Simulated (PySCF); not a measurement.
## Two-component Hartree-Fock for Tc⁴¹⁺ (technetium, charge +41)

Start: 1s2. Calculated with PySCF 2.14 in an uncontracted even-tempered set (15 s from 81 bohr⁻², ratio 2.4; 10 p from 100 bohr⁻², ratio 2.4; 3 d from 330 bohr⁻², ratio 2.6; 3 f from 490 bohr⁻², ratio 2.6): generalised Hartree-Fock with the X2C-1e Hamiltonian and a Gaussian nucleus; one run each with spin-orbit coupling (SO) switched off, then screened by Boettger's factors.

```csv
spinor shell,electrons,"ε, spin-free (eV)","ε, screened SO (eV)",weight of nominal j (screened SO),"rms radius, screened SO (bohr)"
1s1/2,2,-25039.2,-25039.2,1.000,0.0390
```

| quantity | spin-free | screened SO |
| --- | --- | --- |
| E (hartree) | -1868.52695 | -1868.52695 |
| M_J | 0 | 0 |
| ⟨J²⟩ | 0.000 | 0.000 |
| ⟨L²⟩ | 0.000 | 0.000 |
| ⟨S²⟩ | 0.000 | 0.000 |

Breit and QED terms are absent; they matter most for the inner s and p1/2 levels.

Densities and radii are taken from the X2C orbitals without a picture-change correction, which distorts them close to the nucleus.

Without spin-orbit coupling the j labels of p, d and f shells carry no meaning; the spin-free column gives the mean over the occupied spinors of each nl shell.
